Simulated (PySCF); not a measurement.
# Ionisation energy of Mg⁺ by level of theory

Mg⁺ [Ne] 3s1 (2S) → Mg²⁺ [Ne] (1S), as a difference of total energies. Computed with PySCF 2.14 in aug-cc-pCVTZ (8s7p5d3f, 75 functions), with the non-relativistic Hamiltonian (point nucleus). Correlated levels: valence and next inner shell: 1s2 frozen. The calculations carry no spin-orbit coupling.

```tsv
method	ionisation energy (eV)
UHF	14.723
MP2 (valence and next inner shell)	14.928
SCS-MP2 (valence and next inner shell)	14.883
CCSD (valence and next inner shell)	14.932
CCSD(T) (valence and next inner shell)	14.939
```

Task: How much does correlation contribute at CCSD(T) (valence and next inner shell)?

Result: 14.939 − (14.723) = 0.216 eV, measured against UHF.

Errors of the correlated levels include the incompleteness of this basis and the frozen core.

For comparison: 15.035 eV (measured; NIST Atomic Spectra Database, ionization energies).
